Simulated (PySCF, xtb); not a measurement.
Si(H)(Br)(NH2)2 (BrH5N2Si), SMILES N[SiH](N)Br. Other conformers were not sampled.

Harmonic wavenumbers (cm⁻¹) from GFN2-xTB (xtb) at its own minimum, in rising order: 157, 172, 200, 231, 261, 384, 485, 512, 643, 699, 800, 811, 900, 968, 1510, 1514, 2325, 3490, 3491, 3532, 3532.

Q: What does B3LYP-D3(BJ)/def2-SVP (PySCF) give at its own minimum? (An estimate is asked for; the answer gives what the named calculation found.)

A: 180, 199, 259, 280, 320, 388, 400, 466, 747, 764, 826, 877, 900, 961, 1523, 1537, 2236, 3564, 3578, 3661, 3682. Paired by order, the mean absolute difference is 57 cm⁻¹ and the zero-point energies are 38.1 and 39.1 kcal/mol.
